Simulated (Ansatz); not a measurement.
Q: Predict a relaxed structure of AlCu₃⁻ (the lowest doublet isomer of a short search), charge -1, doublet, at PBE-D4/def2-SVPD (Ansatz).

A: 
Cartesian coordinates in Å:
```
Al 0.615 0.757 1.115
Cu -0.837 -1.104 0.365
Cu 1.152 -0.627 -0.772
Cu -0.931 0.975 -0.708
```
Point group Cs (tolerance 0.1 Å). This is one stationary point.

The highest occupied level of the charge -1 doublet lies above zero (up to 0.21 eV). By energy differences its removal costs 1.79 eV (vertical, to the charge 0 triplet, at PBE0-D4/def2-TZVPD). The relaxation made no stability test and no search for a lower SCF solution. The structure comes from a short search, and lower isomers may exist.
